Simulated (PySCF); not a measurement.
SnCl4, SMILES [Sn]([Cl])([Cl])([Cl])[Cl].

Geometry optimised at B3LYP-D3(BJ)/def2-SVP. The isomer is the one that the SMILES or the coordinates give; other isomers of the formula were not compared. The def2 effective core potentials stand for the cores of Sn; spin–orbit coupling is left out.

Computed with B3LYP-D3(BJ)/def2-SVP in PySCF.

Frequencies are harmonic and unscaled.

Modes within 1.5 cm⁻¹ of each other (mostly degenerate sets) share a row, with their intensities summed.

```json
[
 {"mode": "1–2", "ν (cm⁻¹)": "94", "IR (km/mol)": "0.0", "Raman (Å⁴/amu)": "8.0", "depolarisation": "0.75", "moving atoms (share of kinetic energy)": "Cl 100 %"},
 {"mode": "3–5", "ν (cm⁻¹)": "122", "IR (km/mol)": "31.9", "Raman (Å⁴/amu)": "10.5", "depolarisation": "0.75", "moving atoms (share of kinetic energy)": "Cl 74 %, Sn 26 %"},
 {"mode": "6", "ν (cm⁻¹)": "346", "IR (km/mol)": "0.0", "Raman (Å⁴/amu)": "34.2", "depolarisation": "0.00", "moving atoms (share of kinetic energy)": "Cl 100 %"},
 {"mode": "7–9", "ν (cm⁻¹)": "396", "IR (km/mol)": "167.4", "Raman (Å⁴/amu)": "19.7", "depolarisation": "0.75", "moving atoms (share of kinetic energy)": "Cl 71 %, Sn 29 %"}
]
```
